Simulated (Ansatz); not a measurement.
Start from `[BH2][Zn][OH]` and change one atom or group to get `[OH][Zn][SiH3]`.

Ansatz, PBE0-D4/def2-TZVP geometries, multiplicity 1. Each molecule was computed in one conformer, which needn't be the lowest.

Scalar relativity is left out up to krypton.

| property | `[BH2][Zn][OH]` |
| --- | --- |
| LUMO energy (PBE/def2-TZVPP) / eV | -3.58 |
| LUMO energy (B3LYP/def2-TZVPP) / eV | -2.82 |
| HOMO energy (B3LYP/def2-TZVPP) / eV | -7.64 |
| LUMO energy (ωB97M-V/def2-TZVPP) / eV | -0.67 |
| zero-point energy (PBE0-D4/def2-TZVP) / kJ/mol | 83.8 |
| HOMO–LUMO gap (PBE0/def2-TZVPP) / eV | 5.22 |

What does the change do to each property? (Estimate.)

Computed: 
```
                                      property  `[OH][Zn][SiH3]`  shift
             LUMO energy (PBE/def2-TZVPP) / eV             -1.57   2.01
           LUMO energy (B3LYP/def2-TZVPP) / eV             -1.08   1.74
           HOMO energy (B3LYP/def2-TZVPP) / eV             -7.74  -0.10
         LUMO energy (ωB97M-V/def2-TZVPP) / eV              0.65   1.32
zero-point energy (PBE0-D4/def2-TZVP) / kJ/mol              96.6   12.8
          HOMO–LUMO gap (PBE0/def2-TZVPP) / eV              7.11   1.89
```

With PBE0 the HOMO falls by 0.12 eV and the LUMO rises by 1.76 eV, so the gap widens by about 1.88 eV. PBE moves the HOMO by -0.05 eV and ωB97M-V by -0.02 eV. The zero-point energy changes by 12.8 kJ/mol with +3 modes.

B3LYP here is the variant with VWN-RPA as its local correlation; programs differ in this.
